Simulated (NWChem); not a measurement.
System: GeH$_{3}$O$_{3}$ cation

Input file for NWChem:

```
start job
memory heap 200 mb stack 700 mb global 900 mb
charge 1
geometry units angstroms noautosym nocenter noautoz
  O     -1.679917     0.220043     0.000000
  Ge    -0.002573     0.009625     0.000000
  O      0.605486    -1.579860     0.000000
  O      0.844183     1.478272     0.000000
  H     -2.237664    -0.576502     0.000000
  H      1.561785    -1.750233     0.000000
  H      1.814856     1.485925     0.000000
end
basis spherical
  * library pcsseg-1
end
dft
  xc kt2
  iterations 150
end
property
  shielding
end
task dft property
```

Structure relaxed at the PBE0/def2-SVP level.

GIAO values for the isolated, static molecule; σ is the absolute isotropic shielding, δ = σ(reference) − σ with the isolated reference molecule computed at the same levels (1H: tetramethylsilane, 17O: water).

Atoms are numbered as in the input.

Q: What results follow from this input? (KT2/pcSseg-1, GIAO.) Quantities: δ O1 (ppm); σ Ge2 (ppm); δ O3 (ppm); δ O4 (ppm); δ H5 (ppm); δ H6 (ppm); δ H7 (ppm).

A: 
```json
{
 "δ O1 (ppm)": "96.7",
 "σ Ge2 (ppm)": "1284.7",
 "δ O3 (ppm)": "135.2",
 "δ O4 (ppm)": "118.3",
 "δ H5 (ppm)": "5.88",
 "δ H6 (ppm)": "6.31",
 "δ H7 (ppm)": "5.98"
}
```
